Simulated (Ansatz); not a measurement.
System: sum formula ZrOF$_{2}$, net charge 1, doublet state. The spin state was set by rule; other spins were not relaxed. 
Structure (B3LYP-D3(BJ)/def2-TZVP (Ansatz, a first-principles code) minimum search):
```
Zr
F 1 1.8524
F 1 1.8524 2 115.61
O 1 1.9348 2 108.59 3 122.29
```
Charge +1, spin multiplicity 2.

Basis-set convergence of Hartree-Fock and CCSD(T) correlation energies (hartree) with Ansatz. Cores are frozen in the correlated levels unless marked. Open shells are spin-unrestricted. Spin-orbit coupling is left out. Frozen are the shells of the preceding noble gas and the d and f shells that filled before the atom's block. In def2 rows, elements after Kr have scalar-relativistic effective core potentials.

```json
[
 {"basis": "def2-SVPD", "functions": "103", "E(HF)": "-319.91980", "E(corr, CCSD(T))": "-0.66080"},
 {"basis": "def2-TZVPPD", "functions": "176", "E(HF)": "(withheld)", "E(corr, CCSD(T))": "(withheld)"}
]
```

Question: What belongs in the gaps?

Answer: 
- def2-TZVPPD, E(HF): -320.27049
- def2-TZVPPD, E(corr, CCSD(T)): -0.82765
